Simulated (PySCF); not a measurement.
## Potential energy of DyCl along the bond

Set-up: PySCF, spin-free X2C with a Gaussian nucleus, basis sets Dy x2c-TZVPall, Cl x2c-TZVPall. Energies in eV from Dy (4f10 6s2) + Cl in their ground configurations at the same level. All curves are PBE0. state 1: sextet, about 9.7 electrons in the 4f shell (Mulliken), real f orbitals that mix terms; state 2: Ms = 1.5 determinant of mixed spin, about 10.0 electrons in the 4f shell (Mulliken), real f orbitals that mix terms, a second solution, started from another occupation; state 3: sextet, about 9.0 electrons in the 4f shell (Mulliken), real f orbitals that mix terms, a second solution, started from another occupation.

```
R (Å)  state 1  state 2  state 3
2.123   -3.556   -3.014   -3.292
2.221   -4.049   -3.613   -3.745
2.320   -4.310   -3.965   -3.948
2.394   -4.398   -4.109   -3.983
2.468   -4.420   -4.176   -3.932
2.542   -4.391   -4.183   -3.843
2.641   -4.297   -4.124   -3.667
2.764   -4.122   -3.977   -3.390
2.912   -3.865   -3.739   -3.020
3.110   -3.492   -3.374   -2.516
```

Q: Put a parabola through the three lowest points of the state 1 curve and estimate Re, k and ωe (reduced mass 28.82 u; 1 eV/Å² = 0.16022 mdyn/Å; ωe = 1302.8·√(k/μ) cm⁻¹).

A: Through R = 2.394, 2.468, 2.542 Å the second-order coefficient is 4.66 eV/Å², so Re ≈ 2.463 Å, k ≈ 1.49 mdyn/Å and ωe ≈ 296 cm⁻¹. A polynomial fit of higher order to the unrounded PBE0 energies gives Re = 2.459 Å, k = 1.50 mdyn/Å, ωe = 297 cm⁻¹; anharmonicity and rounding make the difference.

The higher-order fit for each curve: state 1: Re = 2.459 Å, ωe = 297 cm⁻¹, De = 4.42 eV; state 2: Re = 2.514 Å, ωe = 292 cm⁻¹, minimum 4.19 eV below the ground-state fragments. State 3 gave no clean fit.

⟨S²⟩ of the unrestricted solution departs from its pure value on part of the curve, where spin states mix. Spin–orbit coupling is left out, which matters for elements this heavy, above all for dissociation energies. The state is the lowest single determinant that the PBE0 search found; with open d or f shells the true ground state can be another one.
